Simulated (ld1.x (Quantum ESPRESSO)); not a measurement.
# Before and after: TM potential for N

| Item | Value |
| --- | --- |
| Element | N (Z = 7) |
| Generator | ld1.x (Quantum ESPRESSO) 7.5 |
| Type | norm-conserving Troullier–Martins (Kleinman–Bylander form) |
| Functional | PBEsol |
| Relativity | scalar-relativistic |
| Frozen core | [He] |
| Valence charge | 5 |
| Reference configuration | 2s2 2p3 |
| Partial waves | 2s (bound): rc 0.75 bohr; 2p (bound): rc 2.50 bohr |
| Local potential | the p channel |
| Core correction | none |

Change: wave 2p (bound): rc 2.50 bohr becomes 2p (bound): rc 3.78 bohr.

Cutoffs: the cutoffs (Ry, on a coarse ladder) from which the occupation-weighted sum of valence levels, in a spherical-Bessel basis at the reference potential, stays within 10 and 1 mRy of its value at 400 Ry; they do not see the model core or the augmentation charge, which bear on the density cutoff. Errors are all-electron minus pseudo energies relative to the spin-unpolarised reference configuration.

Task: What does the change do?

Result: The potential gets neither clearly harder nor softer (100 Ry and 230 Ry → 100 Ry and 230 Ry); the s channel sets the loose cutoff, while the largest relative change is in p, which becomes softer; of the 7 tests that both files solve, the error grows in 7 and shrinks in 0 by more than 15 % and 0.3 meV (median size 212.9 → 523.4 meV); neither file shows a bound ghost at the reference potential, the only one tested. More of the atom is replaced by a form fitted at one configuration, so other configurations suffer.

| quantity | base | changed |
| --- | --- | --- |
| cutoff, loose | 100 Ry | 100 Ry |
| cutoff, tight | 230 Ry | 230 Ry |
| loose cutoff by channel (10 mRy a level) | s 50 Ry, p 21 Ry | s 50 Ry, p 12 Ry |
| bound ghosts | none | none |
| error for 2s2 2p2, meV [ΔE 13.52 eV] | +56 | +425 |
| error for 2s2 2p1, meV [ΔE 42.26 eV] | +726 | +3010 |
| error for 2s2 2p0, meV [ΔE 89.14 eV] | +3106 | +9836 |
| error for 2s2 2p2.5, meV [ΔE 5.06 eV] | +3.1 | +67 |
| error for 2s2 2p3.3, meV [ΔE -1.60 eV] | -2.2 | +4.6 |
| error for 2s1 2p3, meV [ΔE 25.24 eV] | -213 | -523 |
| error for 2s1 2p0, meV [ΔE 166.66 eV] | +5091 | +15531 |

Changed file: These tests converged, but a pseudo level misses the all-electron one widely, so the file describes the atom poorly there or has found another state: 2s2 2p1: 2p by 4.3 eV; 2s2 2p0: 2s by 5.4 eV; 2s1 2p0: empty 2p by 13.7 eV.
